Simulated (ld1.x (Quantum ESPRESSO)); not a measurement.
The numbers below are computed, except where a source is named.
## Hardness and transferability of assorted potentials

Generated with ld1.x 7.5 (TM, RRKJ, ultrasoft, PAW), atompaw 4.2 or ONCVPSP 4.0.1. The cutoff is in Ry: for ld1.x and atompaw files where the sum of valence levels is converged to 10 mRy in a Bessel basis, for ONCV files where the hardest occupied wave has 1 mHa per electron of residual kinetic energy. The error is the largest all-electron minus pseudo excitation energy over each file’s own four to seven test configurations (ionisations up to +4, promotions, holes and added fractions of an electron), all of which were solved. The labels leave out finer settings (local radius, basis sizes, second energies), which also bear on the numbers. Spin-polarised tests are not counted. The rows are a selection from randomly drawn settings: files with unsolved tests, undetermined cutoffs or missed reference levels are left out.

A true bound ghost makes a file unfit for plane-wave use even where its test errors are small: the radial tests pick states by their node count and pass the ghost by.

```csv
element,potential,cutoff (Ry),largest error (meV),bound ghosts
F,"ultrasoft, PBE, scalar-relativistic, rc 0.70/1.35 (sp), local smoothed, core correction yes, reference 2s2 2p5",60,-37,none
Br,"TM, LDA (PZ), scalar-relativistic, rc 1.40/1.55 (sp), local s, core correction yes, reference 4s2 4p5",45,-38,none
I,"ultrasoft, PBEsol, scalar-relativistic, rc 1.85/2.25 (sp), local smoothed, core correction no, reference 5s1 5p6",12,-130,none
Re,"ultrasoft, PBE, scalar-relativistic, rc 2.45/2.90/2.40 (spd), local smoothed, core correction yes, reference 5d5 6s1 6p0",18,-214,none
```

Problem. Fill in the row for W: ultrasoft, PBE, scalar-relativistic, rc 2.45/3.60/2.80 (spd), local smoothed, core correction no, reference 5d4 6s1 6p0.

Solution. cutoff 12 Ry, largest error +158 meV, bound ghosts: s, p.

Problem. Fill in the row for Tc: PAW, PBEsol, scalar-relativistic, rc 1.75/2.00/2.30 (spd), local smoothed, core correction yes, reference 4s2 4p6 4d5 5s2 5p0.

Solution. cutoff 30 Ry, largest error +25 meV, bound ghosts: none.
